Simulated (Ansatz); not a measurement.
Total energies of (AgH)3 ring (Ag3H3) from Ansatz at r2SCAN-D4/def2-TZVPD, gas phase (1 Eh = 27.2114 eV = 2625.5 kJ/mol). The reference geometry is relaxed at PBE0-D4/def2-TZVP.

| atom | x (Å) | y (Å) | z (Å) |
| --- | --- | --- | --- |
| Ag1 | 1.504 | -0.429 | -0.155 |
| H2 | 0.502 | -1.509 | -1.269 |
| Ag3 | -1.117 | -0.737 | -0.825 |
| H4 | -1.947 | 0.555 | 0.201 |
| Ag5 | -0.387 | 1.166 | 0.981 |
| H6 | 1.445 | 0.954 | 1.068 |

| state | geometry | energy (Eh) |
| --- | --- | --- |
| charge 0 singlet | reference | -442.95143 |
| charge -1 doublet | reference | -442.96692 |
| free Ag atom (doublet) | – | -147.01662 |
| free H atom (doublet) | – | -0.49993 |

In the def2 sets Ag takes a core potential; there is no spin–orbit coupling.

(1) Work out the vertical electron affinity, to the doublet.

(2) What is the binding energy per atom against free atoms?

(1) E(charge 0 singlet) − E(charge -1 doublet) = -442.95143 − (-442.96692) = 0.01549 Eh = 0.42 eV.

(2) Atoms: 3 × (-147.01662) + 3 × (-0.49993) = -442.54965 Eh. Binding: -442.54965 − (-442.95143) = 0.40178 Eh = 10.93 eV, or 1.82 eV for each of 6 atoms (no zero-point energy, no counterpoise term).

At r2SCAN-D4/def2-TZVPD the highest occupied level of the charge -1 doublet lies above zero (up to 1.37 eV). By energy differences its removal costs 0.42 eV (vertical, to the charge 0 singlet, at r2SCAN-D4/def2-TZVPD); a positive level beside a positive removal energy at the same level points to self-interaction error. At r2SCAN-D4/def2-TZVPD the gap within one spin of the charge -1 doublet nearly closes, so an electron or hole may be smeared out by delocalisation error.
